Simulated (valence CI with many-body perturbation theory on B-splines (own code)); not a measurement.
# Hyperfine factors and g values of Ba VI

Method: configuration interaction combined with many-body perturbation theory (CI+MBPT): five valence electrons over a frozen Dirac-Fock core [Kr] 4d10, a basis of 9 s, 9 p, 8 d, 6 f, 3 g, 1 h functions for each j, with the one-electron correlation potential Σ1 (screened to all orders), the two-electron term Σ2, the three-electron term Σ3, Breit, model QED; selected single and double excitations, second order for the rest, scaled by the run's own slope (own B-spline code, finite nucleus).

Against 18 measured levels this calculation errs by 108 cm⁻¹ on average and by 336 at most. These come from a selection out of Sansonetti and Curry, J. Phys. Chem. Ref. Data 39, 043103 (2010). Levels without a partner in it may be off by more, other configurations by several thousand cm⁻¹. Among the levels kept, up to 550 cm⁻¹ of a level comes from second order outside the variational space, and about a tenth of that is noise between levels of different J, which matters for small intervals. 2 measured levels below the end of the list, from 179077 cm⁻¹ on, found no clear computed partner, and computed levels of the same name lie up to 144 cm⁻¹ from them.

A/g_I is the dipole constant over the nuclear g factor μ/I (μ in nuclear magnetons, uniformly magnetised nucleus), B/Q the quadrupole constant per barn. Both hold the static response of the core; the bare values leave it out. Large factors of s and p1/2 electrons are usually good to 5 to 10 %; those of open d and f shells near neutrality can be off by tens of per cent, and small factors of p3/2, d and f electrons come from cancelling terms and can be off by a factor of two or in sign, in half-filled shells by more. B is blank for J = 1/2, where it vanishes, and for nearly pure S terms. Energies count from the lowest level.

Names give the largest LS component (configuration and term), which can be under half, so a name can repeat, a term be missing and a line seem to break the LS rules; names also repeat where a configuration has a term twice. Letters in brackets count levels of one name in rising energy.

```
               Level  E (cm⁻¹)      g  A/g_I (MHz)  A/g_I bare  B/Q (MHz/b)  B/Q bare
      5s²5p³ ⁴S°_3/2       0.0  1.776          804         386         1160      1020
      5s²5p³ ²D°_3/2     17333  1.103          712         635         3300      2910
      5s²5p³ ²D°_5/2     23639  1.200         4370        3940        -54.6     -44.3
      5s²5p³ ²P°_1/2     36323  0.665        13900       12900                       
      5s²5p³ ²P°_3/2     49719  1.256         2140        1860        -4500     -3970
        5s5p⁴ ⁴P_5/2    128110  1.570        11900       10800         3240      2870
        5s5p⁴ ⁴P_3/2    139580  1.663         7470        6680        -3140     -2770
        5s5p⁴ ⁴P_1/2    142530  2.593        30400       27600                       
    4f5s²5p² ⁴G°_5/2    148760  0.764          640         693        -1180     -1150
4f5s²5p² ⁴G°_7/2 [a]    151920  1.144          172         270        -1560     -1520
        5s5p⁴ ²D_3/2    158040  0.942        -2020       -1890        -4410     -3910
4f5s²5p² ⁴G°_7/2 [b]    161060  0.995         1510        1400        -1470     -1390
4f5s²5p² ²D°_5/2 [a]    161660  1.010        -80.3       -78.3        -1770     -1630
    4f5s²5p² ⁴G°_9/2    163300  1.181          619         619         26.9      -121
        5s5p⁴ ²D_5/2    163410  1.229        12900       11900        -7240     -6390
    4f5s²5p² ⁴D°_7/2    163810  1.154          371         423         -730      -736
    4f5s²5p² ⁴F°_3/2    165640  0.707          284         382         81.2      6.51
    4f5s²5p² ⁴D°_5/2    166250  1.262        -1450       -1210        -1420     -1320
4f5s²5p² ²G°_9/2 [a]    167050  1.172         1010         976         1720      1400
   4f5s²5p² ⁴G°_11/2    168950  1.237         1480        1380        -1600     -1570
    4f5s²5p² ⁴D°_3/2    171420  1.027          273         524          367       329
    4f5s²5p² ⁴F°_5/2    171590  1.014         1650        1570          189       155
    4f5s²5p² ⁴F°_7/2    171660  1.177         1460        1440         -957      -898
    4f5s²5p² ⁴D°_1/2    171830  0.073        -3890       -3180                       
     5s²5p²5d ²P_3/2    176510  1.050          231         110          741       613
4f5s²5p² ²D°_3/2 [a]    177390  0.717        -1070        -817          671       535
4f5s²5p² ²G°_9/2 [b]    178420  1.063         1860        1720         1130       861
        5s5p⁴ ²P_1/2    179220  1.205        12600       11600                       
    4f5s²5p² ²G°_7/2    179440  1.003         -177        -139         2010      1650
     5s²5p²5d ⁴F_3/2    180320  0.726          544         543          181      90.2
4f5s²5p² ²F°_5/2 [a]    182500  0.940         1810        1810          121      37.2
     5s²5p²5d ⁴F_5/2    183550  1.125          256         211         1480      1160
    4f5s²5p² ⁴F°_9/2    186570  1.208          797         781         1870      1540
4f5s²5p² ²F°_7/2 [a]    186930  1.166          765         778        -1660     -1500
4f5s²5p² ²F°_5/2 [b]    187530  0.968          930         889        -2240     -2000
     5s²5p²5d ²F_5/2    191350  0.943         3370        3060        -1640     -1500
   4f5s²5p² ²H°_11/2    192290  1.126         1130        1110         6590      5660
4f5s²5p² ²D°_3/2 [b]    192410  0.798         -373        -317        -1490     -1340
     5s²5p²5d ⁴F_7/2    192490  1.254          455         333         1360      1040
 5s²5p²5d ⁴D_1/2 [a]    193830  0.608        15800       14700
```

(1) Take the isotope of mass number 137, with I = 3/2, μ = 0.9375 μN and Q = 0.236 b. What is the hyperfine structure of 5s²5p³ ²P°_1/2?

Answers

(1) From the table A = 8700 MHz. Shifts from the centre of gravity in MHz: F = 1: -10900, F = 2: 6520.
